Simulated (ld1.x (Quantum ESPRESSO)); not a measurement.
# Pt: excitation energies, all-electron against TM

```
Element                 : platinum
Generator               : ld1.x (Quantum ESPRESSO) 7.5
Type                    : norm-conserving Troullier–Martins (Kleinman–Bylander form)
Functional              : Wu–Cohen
Relativity              : fully relativistic
Frozen core             : [Kr] 4d10 4f14
Valence charge          : 18
Reference configuration : 5s2 5p6 5d8 6s0 6p0 (charge +2)
Partial waves           : 5s (bound): rc 1.55 bohr; 5p (bound): rc 1.85 bohr; 5d (bound): rc 1.30 bohr
Local potential         : the d channel
Core correction         : a·sin(br)/r model core, default radius (core density twice the valence density)
```

Open shells are filled in proportion to 2j + 1 (rel_dist='average').

Energies are relative to the spin-unpolarised reference configuration 5s2 5p6 5d8 6s0 6p0; without spin polarisation the order of configurations can differ from experiment. The d channel is local and has no spin–orbit splitting in the pseudo-atom.

| valence configuration | charge | ΔE all-electron (eV) | error AE − PS (meV) |
| --- | --- | --- | --- |
| 5s2 5p6 5d9 6s1 6p0 | 0 | -29.265 | -678 |
| 5s2 5p6 5d9 6s0 6p0 | +1 | -20.018 | -24 |
| 5s2 5p6 5d7 6s0 6p0 | +3 | 32.254 | +21 |
| 5s1 5p6 5d9 6s1 6p0 | +1 | 79.143 | -1306 |
| 5s2 5p6 5d10 6s0 6p0 | 0 | -29.291 | -58 |
| 5s2 5p6 5d9 6s0.5 6p0 | +0.5 | -25.541 | -387 |

**Question.** What are ΔE and the potential's error for 5s2 5p5 5d9 6s1 6p0?

**Answer.** ΔE = 33.925 eV all-electron; the error (AE − PS) is -1064 meV.

Levels in the configuration 5s2 5p6 5d9 6s1 6p0:

```csv
level,all-electron (eV),pseudo (eV)
5s j=1/2,-101.645,-101.901
5p j=1/2,-66.959,-67.217
5p j=3/2,-51.980,-52.235
5d j=3/2,-6.997,-6.395
5d j=5/2,-5.668,-6.395
6s j=1/2,-5.718,-5.206
```

The potential misses its own reference levels by up to 0.9 eV.
